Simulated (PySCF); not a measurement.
These compounds are isomers of formula C$_{7}$H$_{11}$FN$_{2}$.

A. `InChI=1S/C7H11FN2/c1-3-6-5-7(8)9-10(6)4-2/h5H,3-4H2,1-2H3`
B. SMILES C/N=C\C1=C(F)N(C)CC1
C. `CC1=NN(C2CC2)C[C@@H]1F`

Spectrum 1. ¹³C{¹H} NMR (computed): δ 143.5 (C), 100.5 (CH), 61.1 (CH2), 35.8 (CH), 15.0 (CH3), 10.2 (CH2), 8.7 (CH2).

Spectrum 2. ¹³C{¹H} NMR (computed): δ 172.3 (C), 147.8 (C), 94.8 (CH), 46.7 (CH2), 23.5 (CH2), 18.9 (CH3), 18.7 (CH3).

Spectrum 3. ¹³C{¹H} NMR (computed): δ 171.8 (C), 153.6 (CH), 89.8 (C), 52.0 (CH2), 40.1 (CH3), 33.2 (CH3), 28.7 (CH2).

PySCF calculation with geometry: GFN2-xTB and shielding tensors at PBE0/pcSseg-1 (GIAO); gas phase, non-relativistic Hamiltonian, rapidly exchanging positions averaged, a single conformation.

Referencing at the same level of theory: ¹³C (186.93 ppm) against TMS. Splittings of carbon signals by F and P are missing where no couplings were computed. Shifts are as computed. Against solution values, carbons near 30 ppm lie about +3 ppm off and those near 130 ppm about +5 ppm. Of 1211 compounds with measured shifts, 218 miss one by over three times the rms of a fit or turn the order of signals round; such compounds aren't used in these exercises.

Match each spectrum to its structure.

Results:

1–C, 2–A, 3–B.

- Spectrum 1 (C): 7 ¹³C signals; δC 100.5 is an sp3 CH bonded to F; δC 61.1 is an sp3 CH2 bonded to N.
- Spectrum 2 (A): 7 ¹³C signals; δC 172.3 is an aromatic carbon bearing fluorine; δC 46.7 is an sp3 CH2 bonded to N.
- Spectrum 3 (B): 7 ¹³C signals; δC 171.8 is an alkene carbon bearing nitrogen; δC 89.8 is a β carbon of an enol-ether or enamine type C=C.
